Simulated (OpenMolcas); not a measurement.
# Ar4+: RASPT2 settings compared

```json
{
 "Program": "OpenMolcas",
 "Basis": "ANO-RCC-VQZP [6s5p3d2f1g]",
 "Scalar Hamiltonian": "DKH2, point nucleus",
 "Active space": "2 electrons in 9 orbitals (RAS2 3p; RAS3 3d 4s, at most 1 electron)",
 "State averaging": "2S+1 = 3 even, 3 roots; 2S+1 = 1 even, 6 roots; 2S+1 = 3 odd, 18 roots; 2S+1 = 1 odd, 18 roots",
 "Spin-orbit coupling": "state interaction with AMFI integrals over the reference wave functions, term energies averaged over their components"
}
```

Methods on the same reference wave functions:
A. RASSCF
B. SS-RASPT2, IPEA 0.25 Eh, imaginary shift 0.3 Eh (closed shells correlated: 2s 2p 3s)
C. MS-RASPT2, IPEA 0.25 Eh, imaginary shift 0.3 Eh (closed shells correlated: 2s 2p 3s)

Energies in cm⁻¹ above 3s² 3p² ³P₀, the measured ground level; measured values from Saloman, J. Phys. Chem. Ref. Data 39, 033101 (2010).

```csv
Level,A,B,C,Measured
3s² 3p² ³P₀,0.0,0.0,0.0,0.0
3s² 3p² ³P₁,689,692,692,763
3s² 3p² ³P₂,1890,1883,1883,2029
3s² 3p² ¹D₂,19526,16180,16180,16299
3s² 3p² ¹S₀,46614,44200,44200,37912
3s² 3p 3d ³F°₂,196355,196080,196080,
3s² 3p 3d ³F°₃,197063,196700,196700,
3s² 3p 3d ³F°₄,197967,197630,197630,
3s² 3p 3d ¹D°₂,203411,180080,180080,
3s² 3p 3d ³P°₂ [55 %],221951,205890,205880,
3s² 3p 3d ³P°₁,222562,207440,207420,
3s² 3p 3d ³P°₀,222948,207440,207430,
3s² 3p 3d ³D°₁,226723,206110,206110,
3s² 3p 3d ³D°₂ [55 %],227015,207350,207340,
3s² 3p 3d ³D°₃,227250,207050,207050,
3s² 3p 3d ¹P°₁,258912,240820,240820,
3s² 3p 3d ¹F°₃,264492,253680,253680,245328
3s² 3p 4s ³P°₀,296219,294150,294170,295731
3s² 3p 4s ³P°₁,296731,294630,294650,296231
3s² 3p 4s ³P°₂,298141,296070,296090,297878
3s² 3p 4s ¹P°₁,303369,299970,299980,301290
```

Deviations, from unrounded energies. A percentage is the sum of absolute deviations over the sum of measured energies, with the sign that they share, or ± where signs differ.

```csv
Against measurement,Levels,A,B,C
mean absolute deviation (cm-1),9,3800,2400,2400
fine structure of the ground term (%),2,-7.7,-7.8,-7.8
other terms of the ground configuration (%),2,+22.0,±11.8,±11.8
other configurations (%),5,+1.6,±1.0,±1.0
```

B, C lie about equally close to measurement and A furthest from it. The largest miss of C in the table is 3s² 3p 3d ¹F°₃, by +8300 cm-1. The ranking rests on the paired levels alone, and a cruder setting can come out closer through cancelling errors.

Between B and C the level of the table that moves most is 3s² 3p 4s ³P°₂, by 21 cm-1 (lowest in B, highest in C). Moves below CASPT2's spread within the term are not significant.

The two smallest mean deviations differ by little beside CASPT2's spread within terms, so their order carries little weight.

From A to B the spin-free energies of the other terms of 3s² 3p² shown, above ³P, scale by factors of 0.82 to 0.95.

The lowest spin-free term lies below A's lowest term by 0.154 hartree in B, 0.154 hartree in C.

CASPT2 breaks the degeneracy within a term, and the mean is taken; among the terms shown or strongly mixed into the levels shown the widest spread is 210 cm-1 (3s² 3p 3d ¹F°, C). Over all roots computed the reference weight is 0.88 to 0.97 in B, 0.88 to 0.97 in C; the roots of lowest weight are the least certain, and an intruder state may touch them. ANO sets are built for valence states and can reach diffuse excited orbitals poorly, and with the s shell closed the s pⁿ⁺¹ terms that mix with these levels are absent. With the s shell closed, the reference lacks s² → p² mixing. Some terms miss by over 15 % even with CASPT2, which points to a basis or an active space too small for the shells correlated (holds for B; C). Measured partners are found by configuration, term and J. A level has none where our copy of the source lacks it or the pairing is in doubt (some pairs that miss far off the trend of their configuration count as doubtful), and it then counts in no deviation. Levels of configurations outside the active space are missing.

A share in square brackets marks a mixed level and gives the weight of the term that names it, the lowest over the columns. ° marks odd parity.
